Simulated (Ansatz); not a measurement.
Abridged output of a molecular run in Ansatz:

```
Functional definition: HF
1380 factors; integrals over basis functions are off by at most 8.6e-4 eV
mean field evaluation 1: about -74217.6244 eV, gradient 2.3e1 eV
mean field evaluation 2: about -74217.7621 eV, gradient 2.3e1 eV
mean field evaluation 4: about -74219.2875 eV, gradient 3.7e0 eV
mean field evaluation 8: about -74219.3549 eV, gradient 5.0e-1 eV
mean field evaluation 16: about -74219.3566 eV, gradient 2.6e-6 eV
mean field -74219.35661749 eV, -2727.5110480059 hartree, gradient 2.6e-6 eV, S^2 0.000000; 0 other end points of the search recorded, 0 dependent functions left out; unrestricted orbitals would lower it
15 core orbitals not correlated: weight in the atoms' cores, before any rotation towards them, 1.000 or more for the frozen orbitals, at most 0.000 for the correlated occupied ones
reference -74219.35661749 eV, -2727.5110480059 hartree; 21, 21 occupied and 152, 152 virtual orbitals, 1380 factors
second order -26.24120001 eV of doubles, -0.00000000 eV of singles
cycle   1  -25.46756504 eV  change    7.7e-1 eV  update   1.5e-1
cycle   2  -26.24141638 eV  change   -7.7e-1 eV  update   5.0e-2
cycle   3  -26.42268976 eV  change   -1.8e-1 eV  update   2.9e-2
cycle   4  -26.39502049 eV  change    2.8e-2 eV  update   9.6e-3
cycle   5  -26.38952098 eV  change    5.5e-3 eV  update   4.5e-3
cycle   6  -26.39206165 eV  change   -2.5e-3 eV  update   1.5e-3
cycle   7  -26.39178030 eV  change    2.8e-4 eV  update   7.3e-4
cycle   8  -26.39171177 eV  change    6.9e-5 eV  update   2.8e-4
cycle   9  -26.39197074 eV  change   -2.6e-4 eV  update   1.2e-4
cycle  10  -26.39195648 eV  change    1.4e-5 eV  update   4.1e-5
perturbative correction -1.07748184 eV, -0.0395967271 hartree
Total energy: -74246.82605580 eV, -2728.5205312444 hartree
```

Its atoms:

```xyz
6

F    -0.056    2.332   -0.052
C    -0.151    1.053   -0.341
Se   -0.761    0.499   -1.910
In    0.244   -0.874    0.585
H    -1.087   -1.527    1.431
H     1.811   -1.482    0.287
```

Question: Which basis set was used?
A. def2-SVPD
B. def2-TZVPP
C. cc-pV(D+d)Z
D. def2-SVP

Answer: B. It gives 188 functions.

Question: Write the keys of the input that set method, charge and spin (a neutral closed shell needs none for the last two).

Answer: 
```yaml
correlation: {method: ccsd_t}
```
